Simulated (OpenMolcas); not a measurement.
**Exact exchange and the HOMO–LUMO gap of HfF4**

HfF4 has 5 atoms, charge 0, and is taken as a singlet. SMILES: `F[Hf](F)(F)F`. The shape is that of a PBE0-D4/def2-TZVP optimisation.

The HOMO–LUMO gap y, in eV, basis def2-SVP with a core potential; a is the functional's share of exact exchange. Programs: OpenMolcas 26.06.

| functional | program | a | y (eV) |
| --- | --- | --- | --- |
| TPSS | OpenMolcas | 0 | 8.73 |
| r2SCAN | OpenMolcas | 0 | 9.21 |
| B3LYP | OpenMolcas | 0.2 | 10.48 |
| PBE0 | OpenMolcas | 0.25 | ? |
| BHLYP | OpenMolcas | 0.5 | 13.72 |

Task: Fit y = c + s·a to the known rows and predict PBE0.

Result: 
1. Means of the 4 rows: a = 0.1750, y = 10.535.
2. Σ(Δa)² = 0.1675, Σ(Δa·Δy) = 1.5815, so the slope is 1.5815/0.1675 = 9.4418.
3. Intercept: 10.535 − (9.4418) × 0.1750 = 8.883. The largest residual of the fit is 0.33.
4. PBE0: 8.883 + (9.4418) × 0.25 = 11.24 eV.

The run gave 11.23 eV, so the prediction is off by +0.01 eV, within the scatter of the fit. Exact exchange lowers occupied levels and raises empty ones. The rows mix families of semi-local functionals, which the line can't see.
